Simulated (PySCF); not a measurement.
## Partial charges of `C=PC[Si](C)(C)C`

Compound: C5H13PSi.
Cartesian coordinates in Å at the GFN2-xTB level; atoms count from 1:
```xyz
20
C5H13PSi angstrom
C      3.1089    0.1006    0.5591
P      2.4039   -0.1731   -0.9223
C      0.9033    0.9105   -0.8440
Si    -0.6306   -0.0127   -0.1413
C     -2.1393    1.1463   -0.2796
C     -0.3218   -0.4677    1.6843
C     -0.8980   -1.5933   -1.1715
H      4.0246   -0.4054    0.8136
H      2.7132    0.7771    1.2988
H      1.1273    1.7931   -0.2468
H      0.6835    1.2412   -1.8600
H     -3.0324    0.6616    0.1004
H     -2.3320    1.4272   -1.3102
H     -1.9954    2.0595    0.2892
H      0.5861   -1.0543    1.7898
H     -1.1418   -1.0551    2.0853
H     -0.2174    0.4163    2.3065
H     -0.0194   -2.2318   -1.1335
H     -1.7421   -2.1697   -0.8058
H     -1.0857   -1.3596   -2.2150
```

Density: PBE0/pcSseg-1 (PySCF); schemes: Mulliken, IAO, Hirshfeld and ESP-fitted. Geometry: GFN2-xTB, one conformer, isolated molecule.

Problem. Atoms with like bonding are taken together and averaged. For which atoms does the sign change between the 4 schemes (beyond +0.03 e in one, beyond −0.03 e in another)?

Solution. P2.

Problem. At which atom do the 4 schemes differ most?

Solution. At Si4: from +0.411 (Hirshfeld) to +1.074 e (IAO), 0.663 e apart.

Problem. Tabulate the Mulliken, IAO, Hirshfeld and ESP-fitted charges.

Solution. In e; atoms taken as equivalent share a row and are averaged (×n: the atom named and its like, n in all):

```
    atom                  environment  Mulliken     IAO  Hirshfeld  ESP-fitted
      C1   carbon bonded to P and 2 H    -0.480  -0.588     -0.165      -0.279
      P2     phosphorus bonded to 2 C    +0.294  +0.402     +0.119      -0.150
      C3  sp3 carbon bound to silicon    -0.771  -0.737     -0.213      -0.127
     Si4      four-coordinate silicon    +0.915  +1.074     +0.411      +0.854
C5/C6/C7             Si-methyl carbon    -0.608  -0.722     -0.219      -0.672
      H8               hydrogen on C1    +0.153  +0.168     +0.041      +0.148
      H9               hydrogen on C1    +0.144  +0.150     +0.043      +0.119
 H10/H11           methylene hydrogen    +0.168  +0.157     +0.038      +0.063
H12 (×9)              methyl hydrogen    +0.137  +0.154     +0.038      +0.147
```

Mean size of the charges over all atoms: IAO 0.349 e, Mulliken 0.307 e, ESP-fitted 0.257 e, Hirshfeld 0.103 e. Each set sums to the total charge, 0, to within 0.001 e. The ESP scheme fits charges at the nuclei, held to the total charge, to the electrostatic potential on points at 1.4 to 2.0 times the van der Waals radii.

Some averages cover members that differ in this geometry: C5/C6/C7, ESP-fitted -0.978 to -0.492; H12 (×9), ESP-fitted +0.088 to +0.245 e.

Problem. How many electrons does the Hirshfeld scheme count on C5?

Solution. Its own charge is -0.217 e, so Z − q = 6.217.

Problem. Sum the charges by element, for elements with more than one atom.

Solution. 
```tsv
element	atoms	Mulliken	IAO	Hirshfeld	ESP-fitted
C	5	-3.075	-3.489	-1.034	-2.421
H	13	+1.865	+2.014	+0.504	+1.718
```
